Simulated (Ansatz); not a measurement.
Stepwise reaction of `COB(S)S` with hydrogen chloride, as a gas-phase model of exchange steps in deposition or etching. ΔE in kJ/mol.

Gas-phase electronic energies from Ansatz, PBE0-D4/def2-TZVP geometries. CCSD(T)/CBS adds triple-zeta CCSD(T) − MP2 to the extrapolated MP2 energy (def2 sets, frozen cores). This one scheme is used for every species. DFT in def2-TZVPP. B3LYP here is the variant with VWN-RPA as its local correlation; programs differ in this. One conformer a species, not always the lowest.

```tsv
step	reaction	PBE-D4	B3LYP-D4	ωB97M-V	CCSD(T)/CBS
1	`COB(S)S` + HCl → `COB(S)Cl` + H₂S	-19.8	-23.6	-25.1	-21.6
2	`COB(S)Cl` + HCl → `COB(Cl)Cl` + H₂S	-12.4	-14.9	-16.1	-13.3
```

(1) By hand: ΔE of the 2 steps together at CCSD(T)/CBS.

Results:

(1) (-21.6) + (-13.3) = -34.9 kJ/mol, or -17.5 kJ/mol a step.

In ΔE each step is higher than the one before. All are downhill at CCSD(T)/CBS. PBE-D4 differs from CCSD(T)/CBS by 0.9 to 1.8 kJ/mol a step. Only this route is followed, and other bonds may react first. Isolated molecules leave out the surface, adducts and barriers. Largest T1 diagnostic: 0.013.
